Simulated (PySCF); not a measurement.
**Mn⁺: ionisation energy**

Mn⁺ [Ar] 3d5 4s1 (7S) → Mn²⁺ [Ar] 3d5 (6S), as a difference of total energies. All numbers are calculated (PySCF 2.14, the non-relativistic Hamiltonian (point nucleus), in cc-pVDZ (6s5p3d1f, 43 functions)). Correlated levels: valence: [Ar] frozen. The calculations carry no spin-orbit coupling.

| method | ionisation energy (eV) | difference from reference (eV) |
| --- | --- | --- |
| UHF | 14.718 | -0.922 |
| TPSS | 15.760 | +0.120 |
| M06-L | 15.188 | -0.452 |
| MP2 (valence) | 15.095 | -0.545 |
| SCS-MP2 (valence) | 14.844 | -0.796 |

Reference: 15.640 eV (measured; NIST Atomic Spectra Database, ionization energies).

These non-relativistic numbers lack the scalar-relativistic shift.

Errors of the correlated levels include the incompleteness of this basis and the frozen core.
